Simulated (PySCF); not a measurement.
# Electron correlation in Ti+ (titanium, charge +1)

[Ar] 3d2 4s1, high-spin 4F determinant. Calculation: PySCF 2.14, in cc-pVDZ (6s5p3d1f, 43 functions); no relativity, point nucleus. Frozen: [Ar]; 3 electrons correlated.

MP2 pair energies summed by pair of shells (mhartree):

| pair | energy | share (%) |
| --- | --- | --- |
| 3d-4s | -4.78 | 60.4 |
| 3d-3d | -3.14 | 39.6 |

Total MP2 correlation energy: -7.91 mhartree.

Same-spin part -7.91 and opposite-spin part 0.00 mhartree; SCS-MP2 scales them by 1/3 and 6/5 to -2.64 mhartree.
